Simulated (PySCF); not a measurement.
FeCl4, SMILES [Cl][Fe-]([Cl])([Cl])[Cl] (connectivity only; charge and spin as stated), charge -1, multiplicity 6.

The structure is a stationary point at B3LYP-D3(BJ)/def2-SVPD. The multiplicity is an assumed one; no other spin state was optimised. The isomer is the one that the SMILES or the coordinates give; other isomers of the formula were not compared.

Two levels are set side by side: PBE/def2-SVPD (PySCF) and CAM-B3LYP/def2-SVPD (PySCF). Same geometry, gas phase. Differences are taken from unrounded values.

```json
[
 {"quantity": "α-spin orbital gap (eV)", "CAM-B3LYP": "9.82"},
 {"quantity": "β-spin orbital gap (eV)", "CAM-B3LYP": "6.73"},
 {"quantity": "mean polarisability (bohr³)", "CAM-B3LYP": "107.4"}
]
```

What does PBE give, and how far is it from CAM-B3LYP? (The exact figures need the calculation; the answer reports its results.)


```json
[
 {"quantity": "α-spin orbital gap (eV)", "PBE": "5.60", "PBE minus CAM-B3LYP": "-4.22"},
 {"quantity": "β-spin orbital gap (eV)", "PBE": "2.02", "PBE minus CAM-B3LYP": "-4.72"},
 {"quantity": "mean polarisability (bohr³)", "PBE": "118.7", "PBE minus CAM-B3LYP": "11.3"}
]
```

PBE's more diffuse valence density responds more strongly to a field. Differences between two approximate levels are no errors against the true value.

Rough cost on one machine, each run with all the roots and properties that it gave: CAM-B3LYP against PBE within a factor of 2.
